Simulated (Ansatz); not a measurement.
`BC1=C(S)C1` + `BS` → `BSB` + `SC1=CC1`  (ligand exchange at a B–C bond)

Gas-phase electronic energies from Ansatz, PBE0-D4/def2-TZVP geometries. CCSD(T)/CBS adds triple-zeta CCSD(T) − MP2 to the extrapolated MP2 energy (def2 sets, frozen cores). This one scheme is used for every species. DFT in def2-TZVPP. HSE06 is defined as in plane-wave codes. One conformer a species, not always the lowest.

```
           level  ΔE (kJ/mol)  difference from CCSD(T)/CBS
     LDA (SPW92)          9.0                         20.0
       revPBE-D4          5.3                         16.3
         BLYP-D4          9.4                         20.4
       r2SCAN-D4          4.7                         15.7
          B97M-V          6.5                         17.5
      r2SCAN0-D4         -1.6                          9.4
        HSE06-D4         -0.3                         10.7
    CAM-B3LYP-D4         -1.2                          9.8
          r2SCAN          4.3                         15.3
         LC-ωPBE        -11.7                         -0.7
   CCSD/def2-SVP         -8.0                          3.0
CCSD(T)/def2-SVP         -5.3                          5.7
   HF/def2-TZVPP        -10.9                          0.1
  MP2/def2-TZVPP         -8.7                          2.3
    HF/CBS(def2)        -11.1                         -0.1
   MP2/CBS(def2)        -11.4                         -0.4
     CCSD(T)/CBS        -11.0                            0
```

Question: What do rigid-rotor, harmonic-oscillator terms from PBE0-D4/def2-TZVP frequencies (298.15 K, 1 bar) make of the CCSD(T)/CBS value? (Best estimate.)

Answer: Computed: ΔZPE = +3.8 kJ/mol, ΔH = -7.2 kJ/mol, ΔS = -2 J/(mol·K), ΔG = -6.6 kJ/mol.

Largest T1 diagnostic among the species: 0.015.

From PBE to PBE0 (25 % exact exchange), in def2-TZVPP and without D4, ΔE moves by −7.2 kJ/mol. Leaving LDA and LC-ωPBE aside and taking each functional with its dispersion term where it has one, the values, not all of them listed here, spread over 18.1 kJ/mol, from ωB97X-V to BLYP-D4. LDA lies +3.3 kJ/mol from PBE without D4.
